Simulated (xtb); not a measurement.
A geometry relaxed with GFN2-xTB run with xtb, charge 0, multiplicity 1:

```xyz
19

N      0.7006    -1.6104     0.2331
H      0.4338     2.8711    -0.5601
C     -2.0693     0.6939     0.0674
B     -2.1769    -1.8324     0.5133
C      1.9977    -1.5942     0.1165
H      3.8244    -0.4951    -0.2398
H      2.4923    -2.5489     0.2464
C     -0.0792     1.9445    -0.3462
C      2.0796     0.7431    -0.3156
C      2.7501    -0.4385    -0.1577
C     -1.4382     1.9120    -0.2171
H     -2.0427     2.7995    -0.3243
C      0.6740     0.7622    -0.1990
H     -1.6475    -2.8558     0.3397
H      2.6033     1.6656    -0.5269
F     -3.4120     0.7393     0.1738
H     -3.2813    -1.7799     0.8919
C      0.0095    -0.4662     0.0807
C     -1.4133    -0.5135     0.2207
```

**Question.** Write the SMILES of this molecule.

**Answer.** `Bc1c(F)ccc2cccnc12`
